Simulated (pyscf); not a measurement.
cyclic H₅AsSi₂ (SMILES [SiH2]1[SiH2][AsH]1), singlet

Gas-phase minimum from PySCF at ωB97X-D3(BJ)/def2-SVP, one conformer. 

```
Si
H 1 1.4845
H 1 1.4852 2 113.71
Si 1 2.2688 2 121.05 3 152.07
H 4 1.4845 1 121.07 2 -0.03
H 4 1.4852 5 113.72 1 152.06
As 4 2.3786 5 116.61 6 136.65
H 7 1.5222 4 89.14 5 23.11
```
Charge 0, spin multiplicity 1.

Properties at ωB97X-D3(BJ)/def2-SVP:

```
Quantity                                                                                                                                                                                                           Result
---------------------------------------------------------------------------------------------------------------------  --------------------------------------------------------------------------------------------------
Harmonic wavenumbers, unscaled                                                                                         330, 344, 351, 368, 478, 528, 531, 622, 674, 693, 700, 912, 920, 2248, 2269, 2273, 2288, 2295 cm⁻¹
Zero-point energy                                                                                                                                                                                           26.9 kcal/mol
Rotational symmetry number                                                                                                                                                                                              1
Entropy of this conformer at 298 K and 1 atm, rigid rotor and harmonic oscillator, modes under 100 cm⁻¹ raised to 100                                                                                     315.7 J/(mol K)
Dipole moment                                                                                                                                                                                                      1.06 D
```

Single-point totals, which compare only within one level (frozen core for MP2 and CC):

| level | total energy (hartree) |
|---|---|
| ωB97X-D3(BJ)/def2-TZVP | -2817.87596 |
| PBE/def2-TZVP | -2817.23116 |
| r²SCAN/def2-TZVP | -2817.80988 |
| B3LYP-D3(BJ)/def2-TZVP | -2817.97162 |
| PBE0-D3(BJ)/def2-TZVP | -2817.36318 |
| M06-2X/def2-TZVP | -2817.82894 |
| ωB97M-D3(BJ)/def2-TZVP | -2817.96499 |
| HF/def2-TZVPP | -2814.97656 |
| MP2/def2-TZVPP | -2815.49293 |
| CCSD/def2-TZVPP | -2815.53346 |
| CCSD(T)/def2-TZVPP | -2815.55753 |

The CCSD(T) − MP2 part came from Ansatz, without density fitting, on the same reference. The frozen core leaves the outer d or s,p core shells of the metals and heavy elements correlated in the MP2 and CC values, and def2-TZVPP describes them poorly, so these totals are far from the basis limit. Elements up to Kr have no core potential and no relativistic terms here.
